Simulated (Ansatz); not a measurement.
C2H6O2Si can be A, `O=C(O)C[SiH3]`, or B, `COC1O[SiH2]1`.

Gas-phase electronic energies from Ansatz, PBE0-D4/def2-TZVP geometries. CBS: MP2 limit from def2 TZ/QZ plus the TZ coupled-cluster correction, frozen cores. DFT in def2-TZVPP. Each species was taken in one conformer, which may not be the lowest.

**Question.** Which is lower in electronic energy at CCSD(T)/CBS, and by how much? (Estimate.)

**Answer.** Computed: A, by 35.4 kcal/mol.

**Question.** Give E(B) − E(A) in kcal/mol with ωB97M-V, CCSD/def2-TZVPP, MP2/def2-TZVPP, PBE-D4, PBE0-D4, r2SCAN-D4, HF/def2-TZVPP. (Estimate.)

**Answer.** Ansatz gave: ωB97M-V 36.4, CCSD/def2-TZVPP 36.8, MP2/def2-TZVPP 36.2, PBE-D4 35.3, PBE0-D4 36.4, r2SCAN-D4 36.0, HF/def2-TZVPP 42.4. None reverses the order clearly.

Largest T1 diagnostic: 0.014.

In def2-TZVPP, CCSD(T) changes the Hartree–Fock value by −6.0 kcal/mol (the triples alone add −0.4 kcal/mol) and MP2 by −6.2 kcal/mol. From PBE to PBE0 (25 % exact exchange), in def2-TZVPP and without D4, E(B) − E(A) moves by +1.1 kcal/mol.
